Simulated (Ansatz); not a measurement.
Mulliken charges of C$_{2}$H$_{3}$AlClF (`C=[C](Cl)[AlH][F]`) from ωB97M-V/def2-TZVPP in Ansatz (PBE0-D4/def2-TZVP geometry).

```
atom   x (Å)   y (Å)   z (Å)  charge (e)
  C1  -1.239  -0.070   0.649      -0.193
  C2  -0.072   0.495   0.344      -0.139
 Cl3   0.345   2.032   1.045      -0.081
 Al4   1.150  -0.392  -0.872       0.613
  F5   2.591   0.308  -1.243      -0.336
  H6  -1.961   0.380   1.323       0.117
  H7  -1.499  -1.030   0.211       0.111
  H8   0.778  -1.781  -1.511      -0.092
```

Question: By hand: the dipole of these point charges (1 e Å = 4.8032 D).

Answer: Σ q r = (-0.412, -0.470, -0.057) e Å, of length 0.628 e Å = 3.02 D.

Question: How does the dipole of the full density compare? (An estimate is asked.)

Answer: The calculation gave: (-0.382, -0.328, 0.013) e Å, 2.42 D; the point charges give 1.25 times that, at 11° from its direction.

Point charges leave out the atoms' own dipoles, such as those of lone pairs, and Mulliken's split depends on the basis, so the two needn't agree.
